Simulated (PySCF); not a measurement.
CH4AlBrO, SMILES [Br][Al]([CH3])[OH].

Geometry: TPSSh-D3(BJ)/def2-SVP. The structure was generated by enumeration; whether it is a known compound was not checked. The values are those of a single conformer.

Two levels are set side by side: TDDFT-PBE/def2-SVPD (PySCF) and TDDFT-CAM-B3LYP/def2-SVPD (PySCF). Vertical, same geometry. The lowest singlet is HOMO→LUMO 97 % with PBE and HOMO→LUMO 89 % with the other functional; states are paired by order. Differences are taken from unrounded values.

```tsv
quantity	TDDFT-PBE
lowest singlet excitation (eV)	5.75
lowest triplet excitation (TDA) (eV)	5.51
first bright state (f over 0.05) (eV)	5.75
its oscillator strength	0.05
```

**Question.** These are the TDDFT-PBE values. What does TDDFT-CAM-B3LYP give? (Estimate from the structure and the level; the computed values follow.)

**Answer.** 
```json
[
 {"quantity": "lowest singlet excitation (eV)", "TDDFT-CAM-B3LYP": "6.67", "TDDFT-PBE minus TDDFT-CAM-B3LYP": "-0.92"},
 {"quantity": "lowest triplet excitation (TDA) (eV)", "TDDFT-CAM-B3LYP": "6.31", "TDDFT-PBE minus TDDFT-CAM-B3LYP": "-0.81"},
 {"quantity": "first bright state (f over 0.05) (eV)", "TDDFT-CAM-B3LYP": "6.67", "TDDFT-PBE minus TDDFT-CAM-B3LYP": "-0.92"},
 {"quantity": "its oscillator strength", "TDDFT-CAM-B3LYP": "0.09", "TDDFT-PBE minus TDDFT-CAM-B3LYP": "-0.03"}
]
```

A lower first singlet is the usual sign of a functional without exact exchange. Differences between two approximate levels are no errors against the true value.

Rough cost on one machine, each run with all the roots and properties that it gave: TDDFT-CAM-B3LYP against TDDFT-PBE about 5 times.
